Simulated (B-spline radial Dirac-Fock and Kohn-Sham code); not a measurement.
## Binding energies of Ti⁵⁺ at several levels of theory

System: Ti⁵⁺ in the configuration [Ne] 3s2 3p5.

The density-functional columns are spherical, spin-unpolarised Dirac-Kohn-Sham results without Breit or QED terms: −ε is minus the orbital energy of the initial state and ΔSCF the difference of two total energies. The reference in the last column comes from Dirac-Fock (average of configuration) total-energy differences with a finite nucleus, the Breit interaction including its frequency dependence, and self-energy and vacuum-polarisation corrections. All numbers are from a B-spline atomic structure program, in eV; a selection of levels is shown.

| level | PBE −ε | PBE ΔSCF | LDA −ε | LDA ΔSCF | Dirac-Fock |
| --- | --- | --- | --- | --- | --- |
| 1s | 4949.7 | 5086.1 | 4937.0 | 5072.9 | 5065.5 |
| 2s | 618.3 | 646.7 | 617.0 | 645.4 | 662.9 |
| 2p1/2 | 529.6 | 561.9 | 529.4 | 561.7 | 561.1 |
| 3s | 135.2 | 146.4 | 134.9 | 146.1 | 149.6 |
| 3p | 110.3 | 121.2 | 110.3 | 121.2 | 119.6 |

Question: Order the estimates of the K (1s) level by their distance from the Dirac-Fock value, nearest first.
A. LDA ΔSCF
B. LDA −ε
C. PBE ΔSCF
D. PBE −ε

Answer: A (7.4 eV), C (20.6 eV), D (115.8 eV), B (128.5 eV).

Values without a named source are computed, but for edge energies of neutral atoms, which are taken from tables.
